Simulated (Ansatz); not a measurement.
CH₅AlBClO, SMILES `B[CH2][Al]([OH])[Cl]` at its PBE0-D4/def2-TZVP geometry, where that method's forces vanish. Total charge 0; spin multiplicity 1.

```
atom    x (Å)    y (Å)    z (Å)
  B1   0.6618  -0.1666   1.5348
  C2   0.7752  -0.7503   0.1413
 Al3  -0.7006   0.1277  -0.7960
  O4  -0.4036   1.5708  -1.6101
 Cl5  -2.5976  -0.7544  -0.8825
  H6   1.2159   0.8594   1.8129
  H7  -0.0571  -0.6737   2.3499
  H8   0.5282  -1.8099   0.0262
  H9   1.6388  -0.4451  -0.4570
 H10  -1.0611   2.0422  -2.1193
```

(1) For each bond, give half the difference of the two atoms' forces along it (eV/Å; positive pushes the atoms apart) under PBE-D4, r2SCAN-D4, B3LYP-D4, ωB97M-V in def2-TZVPP. (Best estimate.)

## Answers

(1) Computed: 
| bond | length (Å) | PBE-D4 | r2SCAN-D4 | B3LYP-D4 | ωB97M-V |
| --- | --- | --- | --- | --- | --- |
| B1–C2 | 1.515 | -0.03 | 0.02 | 0.10 | 0.11 |
| B1–H6 | 1.199 | 0.06 | -0.03 | -0.10 | -0.11 |
| B1–H7 | 1.199 | 0.05 | -0.03 | -0.11 | -0.11 |
| C2–Al3 | 1.956 | -0.01 | -0.01 | -0.01 | -0.06 |
| C2–H8 | 1.094 | 0.11 | 0.00 | -0.05 | -0.06 |
| C2–H9 | 1.094 | 0.10 | -0.01 | -0.05 | -0.06 |
| Al3–O4 | 1.683 | 0.21 | 0.03 | 0.03 | 0.07 |
| Al3–Cl5 | 2.094 | 0.07 | 0.02 | 0.08 | 0.03 |
| O4–H10 | 0.956 | 0.35 | 0.02 | 0.00 | -0.06 |

B3LYP here is the variant with VWN-RPA as its local correlation; programs differ in this.
